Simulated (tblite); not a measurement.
Compound: C4H7FO3S.
Cartesian coordinates in Å at the GFN2-xTB level; atoms count from 1:
```xyz
16
C4H7FO3S angstrom
C      2.0186    0.7480   -0.0326
C      0.5777    0.4625    0.3579
F      0.4325    0.7643    1.7140
C      0.1510   -1.0081    0.1948
C     -1.3551   -0.9831    0.2832
S     -1.6934    0.4879   -0.7271
O     -2.8040    1.2526   -0.2792
O     -1.6211    0.1443   -2.1090
O     -0.3014    1.2671   -0.3323
H      2.1468    0.5633   -1.0944
H      2.6859    0.1124    0.5432
H      2.2407    1.7903    0.1793
H      0.6218   -1.6152    0.9675
H      0.4608   -1.3521   -0.7922
H     -1.8459   -1.8347   -0.1707
H     -1.7226   -0.7903    1.2863
```

Level: GFN2-xTB in tblite, geometry and Hessian alike; calculated harmonic values, unscaled, isolated species. The method is semi-empirical: single wavenumbers can be off by several per cent or more. One conformer, not necessarily the lowest.

Harmonic wavenumbers (cm⁻¹): 37.2, 126.5, 175.9, 242.3, 282.7, 286.8, 365.1, 372.3, 397.1, 437.7, 498.7, 535.0, 565.5, 677.3, 711.3, 781.3, 842.7, 875.2, 930.4, 963.8, 1025.4, 1039.4, 1117.2, 1132.9, 1148.3, 1177.5, 1202.3, 1213.3, 1296.8, 1305.4, 1381.4, 1410.0, 1436.6, 1447.8, 1464.7, 3006.3, 3010.0, 3035.6, 3047.9, 3058.9, 3063.6, 3063.9.

A = 2658, B = 1144, C = 1124 MHz; mass 154.010 u (most abundant isotopes); point group C1, symmetry number 1.

Zero-point energy?

½Σν̃ = 25095 cm⁻¹ = 71.75 kcal/mol.

Entropy at 298.15 K, 1 bar (ideal gas, RRHO, classical rotation)?

Translation 41.03, rotation 28.93, vibration 23.30: S = 93.3 cal/(mol K).

And Cp and H(298.15 K) − H(0)?

Cp = 35.58 cal/(mol K), of which vibrations give 27.63 (their classical limit is 42 R = 83.5); H(298.15 K) − H(0) = 6.24 kcal/mol without the zero-point energy, 3.87 from vibrations.

What must be added to the electronic energy to get the Gibbs energy at 298.15 K and 1 bar?

ZPE + [H(298.15 K) − H(0)] − T·S = 71.75 + 6.24 − 27.81 = 50.18 kcal/mol.

How do the functions run with temperature in this model?

```tsv
T (K)	S (cal/(mol K))	Cp (cal/(mol K))	H − H(0) (kcal/mol)	G − H(0) (kcal/mol)	ln q(vib)
150	74.4	20.9	2.04	-9.11	2.12
250	87.4	30.9	4.64	-17.22	4.15
400	105.0	44.6	10.33	-31.67	7.46
600	125.8	57.7	20.66	-54.80	11.96
900	151.6	69.2	39.86	-96.55	18.36
```

q(vib) and H(0) count from the zero-point level.

Blend soft modes into free rotors: weight 1/[1 + (100 cm⁻¹/ν̃)⁴] for the oscillator and the rest for a rotor with moment μB/(μ + B), μ = h/(8π²ν), B = 10⁻⁴⁴ kg m². What vibrational entropy results?

21.67 cal/(mol K) in place of 23.30, which changes −T·S at 298.15 K by +0.48 kcal/mol.

Hindered rotation and anharmonicity are outside this model. Other conformers, if any are populated, would add a mixing term that is left out. The structure is chiral; the term R ln 2 for an equal mix with its mirror image is left out.

The run took 0.55 s wall on one thread of an Arm Neoverse V1, no GPU, shared host with 32 logical CPUs at a one-minute load of 20. The figure is for the frequency step alone.
